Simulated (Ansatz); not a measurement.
Calculated with Ansatz (gas phase, PBE0-D4/def2-TZVP geometries, no zero-point term in ΔE). CCSD(T)/CBS adds triple-zeta CCSD(T) − MP2 to the extrapolated MP2 energy (def2 sets, frozen cores). DFT in def2-TZVPP. Each species was taken in one conformer, which may not be the lowest.

Consider the ligand exchange at the Si–O bond: `OCBO[SiH3]` + `C[CH2][AlH][OH]` → `C[CH2][AlH][O][SiH3]` + `OBCO`.

```tsv
level	ΔE (kJ/mol)
ωB97M-V	-36.1
B2PLYP	-34.7
PBE	-35.3
HF/CBS(def2)	-34.6
```

Question: What does CCSD(T)/CBS give? (An estimate is asked.)

Answer: Ansatz gave: -34.8 kJ/mol. The listed levels differ from it by -1.3, 0.1, -0.5, 0.2 kJ/mol.

Largest T1 diagnostic among the species: 0.012.
